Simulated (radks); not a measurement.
The numbers below are computed, except where a source is named.
Species: Yb+. Configuration: [Xe] 4f14 6s1. Code: a radial shooting solver on a logarithmic mesh with Libxc functionals. Model: non-relativistic Kohn-Sham, BLYP, spin-polarised, spherical densities, point nucleus; open shells are filled with parallel spins first (spin-orbit coupling, left out, can overturn this in heavy ions); relativity is left out, which matters for an element this heavy.

Radial electron density D(r) = 4 pi r^2 rho(r):

r (bohr)  D(r) (e/bohr)  spin D(r)
0.003371          21.83   0.000795
0.003924          27.39   0.000990
0.004605          34.30    0.00123
0.005361          41.84    0.00148
0.006241          50.18    0.00174
0.007324          59.49    0.00200
0.008527          68.33    0.00221
0.009926          76.50    0.00232
0.01156           83.22    0.00231
0.01356           87.91    0.00210
0.01579           89.59    0.00169
0.01838           88.57    0.00110
0.02157           85.49   0.000403
0.02511           82.34  -0.000132
0.02923           81.22  -0.000267
0.0343            84.44   0.000316
0.03993           92.52    0.00167
0.04649           104.1    0.00356
0.05412           115.6    0.00529
0.06351           122.6    0.00590
0.07393           121.0    0.00461
0.08607           112.4    0.00194
0.101             101.8  -0.000346
0.1176            97.62   0.000450
0.1369            101.8    0.00474
0.1606            109.7    0.00972
0.187             109.9    0.00958
0.2177            97.07    0.00286
0.2535            76.01   -0.00481
0.2974            58.59   -0.00406
0.3463            55.36    0.00632
0.4031            61.48     0.0147
0.473             65.60    0.00860
0.5507            59.59   -0.00561
0.6411            45.97   -0.00678
0.7523            31.01     0.0196
0.8758            21.15     0.0560
1.02              15.76     0.0729
1.187             12.61     0.0532
1.393             9.678     0.0122
1.622             6.763   -0.00220
1.888             4.144     0.0412
2.215             2.186      0.145
2.579             1.144      0.260
3.002            0.6613      0.340
3.523            0.4398      0.350
4.102            0.3075      0.286
4.775            0.1905      0.186
5.559           0.09653     0.0958
6.524           0.03633     0.0362
7.595           0.01083     0.0108
8.841          0.002366    0.00236
10.38         0.0003255   0.000325

D(r) has 4 maxima, at r = 0.0160, 0.0666, 0.174, 0.469 bohr, and minima at 0.0285, 0.118, 0.333 bohr, inside which lie 1.96, 11.47, 30.00 electrons.
